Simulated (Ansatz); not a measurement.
`CC1=C[SiH]1F` + H₂ → `CC1=C[SiH2]1` + H–F at 700 K and 1 bar (hydrogenolysis of the Si–F bond).

Computed with Ansatz on PBE0-D4/def2-TZVP structures; ΔE is electronic, products minus reactants. CCSD(T)/CBS is the MP2 limit (def2-TZVPP, def2-QZVPP) plus CCSD(T) − MP2 in def2-TZVPP, frozen cores. This one scheme is used for every species.

```json
{"species": "`CC1=C[SiH]1F`", "CCSD(T)/CBS energy (Eh)": "-506.04105", "H − E (kJ/mol)": "255.1", "S (J/(mol·K))": "428.1"}
{"species": "H₂", "CCSD(T)/CBS energy (Eh)": "-1.17544", "H − E (kJ/mol)": "46.8", "S (J/(mol·K))": "155.3"}
{"species": "`CC1=C[SiH2]1`", "CCSD(T)/CBS energy (Eh)": "-406.77515", "H − E (kJ/mol)": "262.5", "S (J/(mol·K))": "400.9"}
{"species": "H–F", "CCSD(T)/CBS energy (Eh)": "-100.39570", "H − E (kJ/mol)": "45.2", "S (J/(mol·K))": "198.5"}
```

H − E and S are ideal-gas, rigid-rotor, harmonic terms from PBE0-D4/def2-TZVP, for one conformer and one mirror image of each species. The MP2-based limit puts H₂ 0.8 mEh under its directly extrapolated value; such offsets cancel only in part. 1 Eh = 2625.50 kJ/mol, R = 8.31446 J/(mol·K).

Q: By hand: ΔE, ΔH, ΔS and ΔG.

A: ΔE = (-406.77515) + (-100.39570) − (-506.04105) − (-1.17544) = 0.04564 Eh = 119.8 kJ/mol. Δ(H − E) = 262.5 + 45.2 − 255.1 − 46.8 = 5.8, so ΔH = 125.6 kJ/mol. ΔS = 400.9 + 198.5 − 428.1 − 155.3 = 16.0 J/(mol·K). ΔG = 125.6 − 700 × (16.0)/1000 = 114.4 kJ/mol.

Q: By hand: the equilibrium constant, and the temperature at which ΔG would vanish if ΔH and ΔS stayed fixed.

A: log₁₀ K = −ΔG/(RT ln 10) = -8.5. ΔG = 0 at ΔH/ΔS = 7850 K, far beyond where these terms or the molecules hold.

ΔH outweighs TΔS. A doubt of 5 kJ/mol in ΔE shifts log₁₀ K by 0.4 here. Other conformers and mirror images would add mixing entropy, several J/(mol·K) or more a flexible species. These are equilibria of isolated gas molecules and say nothing of rates. Largest T1 diagnostic: 0.012 (customary marks: 0.02 for closed shells, 0.045 for open ones).
